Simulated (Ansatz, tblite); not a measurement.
Cost and result up the ladder for Be₉O₉ (started as a model of: (BeO)9 cage of four- and six-membered rings) (18 atoms). Total charge 0; singlet. Geometry: PBE-D4/def2-SVP.

```xyz
18

Be    1.8495   -1.1350   -0.0434
O     0.6365   -2.0074    0.5106
Be    0.1079   -1.7330   -1.0215
O     1.4733   -1.1378   -1.6125
Be    1.4348    0.4415   -1.3435
O     2.1198    0.4234    0.1507
Be    1.2149    0.9648    1.2850
O     0.5694    0.0073    2.3960
Be   -0.1120   -1.2097    1.6070
O    -1.5876   -0.5221    1.3803
Be   -0.7699    0.7491    1.8863
O    -0.1038    1.9096    1.0203
Be   -1.9857   -0.3190   -0.1026
O    -1.2745   -1.1172   -1.3509
O     0.2091    1.3141   -1.7109
Be   -0.6592    1.8549   -0.4245
O    -2.0426    1.1304   -0.7834
Be   -1.0800    0.3861   -1.8432
```

Ansatz on 4 threads of Arm Neoverse V1 on a shared host; xTB runs through tblite on one thread. Times are rough, summed over both states, and most runs start from the orbitals of an earlier one. PBE0-D4/def2-SVP serves as the yardstick here, not as an exact answer. The other state is a doublet.

The xTB rows come from tblite.

Raw xTB energies of ions are shifted by several eV.

```
           level  functions  vertical IE (eV)  difference from PBE0-D4/def2-SVP (eV)
        GFN1-xTB         72             12.41                                   1.82
        GFN2-xTB         72             14.61                                   4.02
PBE0-D4/def2-SVP        207             10.59                                   0.00
 PBE-D4/def2-SVP        207              9.77                                  -0.82
```

**Question.** Estimate how long each takes.

**Answer.** GFN1-xTB 0.04 s; GFN2-xTB 0.05 s; PBE-D4/def2-SVP 20 s; PBE0-D4/def2-SVP 32 s. On shared hardware such times vary by a factor of up to 3.
